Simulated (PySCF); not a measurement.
Gas-phase reaction: InH + (CH3)3N + 2 C3H4 (allene) ⇌ In(CH3)3.NH3 + 3 C2H2 (acetylene)

Energies from PySCF, thermal terms from the rigid-rotor harmonic-oscillator model, ideal gas at 1 bar. † marks an energy on the PBE0/def2-TZVP geometry and frequencies; other levels use their own. MP2 freezes the core. All species are closed-shell singlets. B3LYP is the form with VWN-RPA correlation. In: scalar-relativistic def2 core potential, no spin-orbit coupling. Adducts (In(CH3)3.NH3) have no counterpoise correction, and HF, PBE, BLYP, B3LYP and PBE0 lack dispersion. InH, In(CH3)3.NH3: computed as isolated molecules; such fragments, hydroxides, amides, oligomers or adducts are transient or little studied in the gas. MP2 isn't extrapolated to the basis-set limit; its ΔH°(298 K) is 102.7 kJ in def2-SVP and 58.7 kJ in def2-TZVPP. The harmonic model lacks anharmonicity and excited electronic states, which grow with temperature; levels with a mode under 35 cm⁻¹ are left out. Internal rotation in (CH3)3N is treated as a harmonic vibration of one conformer, which makes the entropy rough. Soft modes under 120 cm⁻¹ make the harmonic entropy rough for In(CH3)3.NH3.

```json
[
 {"level": "B3LYP/def2-TZVP†", "ΔE electronic, kJ": "194", "ΔH°(298 K), kJ": "182", "ΔS°(298 K), J/K": "78", "ΔG°(1800 K), kJ": "-33"},
 {"level": "BLYP/def2-TZVP†", "ΔE electronic, kJ": "190", "ΔH°(298 K), kJ": "178", "ΔS°(298 K), J/K": "78", "ΔG°(1800 K), kJ": "-37"},
 {"level": "HF/def2-TZVP†", "ΔE electronic, kJ": "165", "ΔH°(298 K), kJ": "153", "ΔS°(298 K), J/K": "78", "ΔG°(1800 K), kJ": "-63"},
 {"level": "MP2/def2-SVP†", "ΔE electronic, kJ": "115", "ΔH°(298 K), kJ": "103", "ΔS°(298 K), J/K": "78", "ΔG°(1800 K), kJ": "-113"},
 {"level": "PBE/def2-TZVP†", "ΔE electronic, kJ": "215", "ΔH°(298 K), kJ": "203", "ΔS°(298 K), J/K": "78", "ΔG°(1800 K), kJ": "-12"},
 {"level": "PBE0/def2-TZVP", "ΔE electronic, kJ": "213", "ΔH°(298 K), kJ": "201", "ΔS°(298 K), J/K": "78", "ΔG°(1800 K), kJ": "-15"},
 {"level": "r2SCAN/def2-TZVP†", "ΔE electronic, kJ": "186", "ΔH°(298 K), kJ": "174", "ΔS°(298 K), J/K": "78", "ΔG°(1800 K), kJ": "-42"},
 {"level": "LDA/def2-TZVP†", "ΔE electronic, kJ": "259", "ΔH°(298 K), kJ": "247", "ΔS°(298 K), J/K": "78", "ΔG°(1800 K), kJ": "32"},
 {"level": "ωB97X-V/def2-TZVP†", "ΔE electronic, kJ": "167", "ΔH°(298 K), kJ": "155", "ΔS°(298 K), J/K": "78", "ΔG°(1800 K), kJ": "-61"}
]
```
ΔH° is lowest at MP2/def2-SVP† and highest at LDA/def2-TZVP†. No reference value is set beside these.
